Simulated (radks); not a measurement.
Neutral promethium inside a hard spherical wall (all orbitals vanish at R), configuration held at [Xe] 4f5 6s2 and not refilled when levels cross. Calculated with a radial shooting solver on a logarithmic mesh with Libxc functionals: scalar-relativistic Kohn-Sham, PBE, spin-polarised, spherical densities, finite nucleus; open shells are filled with parallel spins first (spin-orbit coupling, left out, can overturn this in heavy ions); Fermi nuclear charge, rms radius 4.962 fm. Eigenvalues in eV for spin up, with the zero of energy where the potential of the charges vanishes at infinity; a dash marks a level that is unbound or too diffuse for the functional's potential to be trusted. A positive occupied level is held by the wall or, in an anion where self-interaction has pushed it up, behind a barrier. The pressure on the wall is -dE/dV.

[
 {"R (bohr)": "free", "E (hartree)": "-10020.1236", "kinetic (hartree)": "10686.229", "e(5s)": "-42.654", "e(5p)": "-23.273", "e(6s)": "-3.623", "e(4f)": "-3.158", "e(5d, empty)": "-2.000", "e(6p, empty)": "-1.253", "pressure (GPa)": "0"},
 {"R (bohr)": "20", "E (hartree)": "-10020.1236", "kinetic (hartree)": "10686.229", "e(5s)": "-42.654", "e(5p)": "-23.273", "e(6s)": "-3.623", "e(4f)": "-3.158", "e(5d, empty)": "-2.000", "e(6p, empty)": "-1.252", "pressure (GPa)": "< 0.0001"},
 {"R (bohr)": "12", "E (hartree)": "-10020.1230", "kinetic (hartree)": "10686.235", "e(5s)": "-42.602", "e(5p)": "-23.222", "e(6s)": "-3.584", "e(4f)": "-3.107", "e(5d, empty)": "-1.954", "e(6p, empty)": "-1.133", "pressure (GPa)": "0.00930"},
 {"R (bohr)": "10", "E (hartree)": "-10020.1197", "kinetic (hartree)": "10686.261", "e(5s)": "-42.428", "e(5p)": "-23.050", "e(6s)": "-3.445", "e(4f)": "-2.936", "e(5d, empty)": "-1.801", "e(6p, empty)": "-0.836", "pressure (GPa)": "0.0831"},
 {"R (bohr)": "8", "E (hartree)": "-10020.1001", "kinetic (hartree)": "10686.375", "e(5s)": "-41.825", "e(5p)": "-22.459", "e(6s)": "-2.877", "e(4f)": "-2.341", "e(5d, empty)": "-1.258", "e(6p, empty)": "0.185", "pressure (GPa)": "0.762"},
 {"R (bohr)": "5", "E (hartree)": "-10019.7603", "kinetic (hartree)": "10687.722", "e(5s)": "-38.181", "e(5p)": "-18.987", "e(6s)": "3.230", "e(4f)": "1.428", "e(5d, empty)": "2.709", "e(6p, empty)": "9.477", "pressure (GPa)": "34.0"},
 {"R (bohr)": "4", "E (hartree)": "-10019.0465", "kinetic (hartree)": "10690.413", "e(5s)": "-34.237", "e(5p)": "-15.215", "e(6s)": "13.413", "e(4f)": "5.918", "e(5d, empty)": "7.905", "e(6p, empty)": "23.253", "pressure (GPa)": "189"},
 {"R (bohr)": "3", "E (hartree)": "-10015.9311", "kinetic (hartree)": "10701.843", "e(5s)": "-23.279", "e(5p)": "-3.609", "e(6s)": "48.764", "e(4f)": "19.174", "e(5d, empty)": "24.248", "e(6p, empty)": "66.087", "pressure (GPa)": "1690"},
 {"R (bohr)": "2.5", "E (hartree)": "-10010.5098", "kinetic (hartree)": "10720.166", "e(5s)": "-9.011", "e(5p)": "12.832", "e(6s)": "98.614", "e(4f)": "35.270", "e(5d, empty)": "46.728", "e(6p, empty)": "122.40", "pressure (GPa)": "6410"},
 {"R (bohr)": "2", "E (hartree)": "-9994.8907", "kinetic (hartree)": "10768.722", "e(5s)": "26.400", "e(5p)": "54.496", "e(6s)": "216.03", "e(4f)": "67.744", "e(5d, empty)": "100.78", "e(6p, empty)": "249.68", "pressure (GPa)": "31000"},
 {"R (bohr)": "1.5", "E (hartree)": "-9938.5466", "kinetic (hartree)": "10933.525", "e(5s)": "146.61", "e(5p)": "191.40", "e(6s)": "546.26", "e(4f)": "146.42", "e(5d, empty)": "260.69", "e(6p, empty)": "594.64", "pressure (GPa)": "225000"}
]
